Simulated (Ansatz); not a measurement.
Basis-set extrapolation for BH6O3P (PBE0-D4/def2-TZVP geometry, frozen core, Ansatz 0.2.0). Multiplicity 1, RHF reference.

```
                      def2-TZVPP   def2-QZVPP
                 HF  -593.792737  -593.815162
    MP2 correlation    -0.988608    -1.067252
CCSD(T) correlation    -1.061761      not run
```

Energies in hartree. Use E(X) = E(∞) + A·exp(−7.88·√X) for Hartree–Fock and E(X) = E(∞) + B·X^(−2.97) for correlation, with X = 3 and 4, and add CCSD(T) minus MP2 of the smaller set to the MP2 limit.

Problem. What is the CCSD(T) energy at the basis-set limit?

Solution. HF limit: -593.815162 + (-0.022425) × 0.13774 = -593.81825. MP2 limit: -1.067252 + (-0.078644) × 0.74074 = -1.12551. Higher-order term: -1.061761 − (-0.988608) = -0.07315. Total: -595.01691 hartree, 426.4 kJ/mol below CCSD(T)/def2-TZVPP.
